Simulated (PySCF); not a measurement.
## SeO and its ions

PBE0; basis Se aug-pcseg-1, O aug-pcseg-1; no relativity; PySCF 2.14. Neutral (UKS): triplet (π ↑↑), Re = 1.665 Å, ωe = 926 cm⁻¹, De = 4.27 eV, HOMO -7.71 eV, LUMO -3.75 eV.

SeO⁻ (UKS): doublet (π ↑), Re = 1.756 Å, ωe = 744 cm⁻¹, De = 3.68 eV to Se⁻ + O. The energies at the minima are -2476.06335 hartree for SeO and -2476.12024 for SeO⁻.

Work out the adiabatic electron affinity, without and with harmonic zero-point energies (1 hartree = 27.2114 eV, 1 eV = 8065.5 cm⁻¹), and the change of the bond length.

At PBE0: 0.05689 hartree = 1.548 eV between the minima; the zero-point term (926.0 − 744.0)/2 cm⁻¹ = +0.011 eV makes it 1.559 eV. Re changes by +9.1 pm against the neutral. The electron enters a π orbital, and the longer bond of the ion fits an antibonding orbital, or a change in how ionic the bond is.

Spin–orbit coupling is left out. For an ion De counts to the pair picked by the measured ionisation energies or electron affinities, which need not be the lowest pair at this level. The highest Kohn–Sham level is positive in this anion. Much of that is self-interaction error, but it also means that the finite basis helps to hold the extra electron. States were picked by a PBE0 search and need not be the measured ground states.
